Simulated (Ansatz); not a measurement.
# Strength of the Te–H bond: C2H6Te → C2H5Te + H

Species: C2H6Te `CC[TeH]`, singlet; C2H5Te `CC[Te]`, doublet; H atom, doublet. 

Shapes, held fixed at every level: PBE0-D4/def2-TZVP. Flexible molecules stand in one conformer, not always the lowest. Programs: Ansatz 0.2.0. The zero-point and thermal change to 298 K, harmonic and unscaled (PBE0-D4/def2-TZVP), is -15.5 kJ/mol.

Estimate ΔH(298 K) of this reaction.

The highest level, CCSD(T)/def2-TZVPP, gives ΔH(298 K) = +288.9 kJ/mol; the levels span +190.0 to +289.2. The column of differences is taken from that level and isn't an error. Hartree–Fock misses the correlation of the pair that is broken and comes out low. No measured value is set beside it here. Open shells run unrestricted unless RO is named. For atoms past krypton def2 sets carry core potentials with scalar relativity. Correlated rows may include outer-core shells of Te, which these sets cover unevenly. Times are processor times on shared x86 and Arm servers, and rough.

| level | kind | ΔH(298 K) (kJ/mol) | less CCSD(T)/def2-TZVPP | CPU time (sum over the molecules) |
| --- | --- | --- | --- | --- |
| HF/def2-TZVPP | Hartree–Fock | +190.0 | -98.9 | – |
| BHLYP-D4/def2-TZVPP | global hybrid | +281.1 | -7.8 | 51 s |
| r2SCAN0-D4/def2-TZVPP | global hybrid | +280.1 | -8.8 | 97 s |
| wB97M-V/def2-TZVPP | range-separated hybrid | +285.3 | -3.6 | 3 min |
| wB97X-V/def2-TZVPP | range-separated hybrid | +289.2 | +0.3 | 2.2 min |
| B2PLYP/def2-TZVPP | double hybrid | +284.7 | -4.2 | 71 s |
| MP2/def2-TZVPP | perturbation theory | +280.7 | -8.2 | – |
| CCSD(T)/def2-TZVPP | coupled cluster or CI | +288.9 | 0.0 | 18 min |
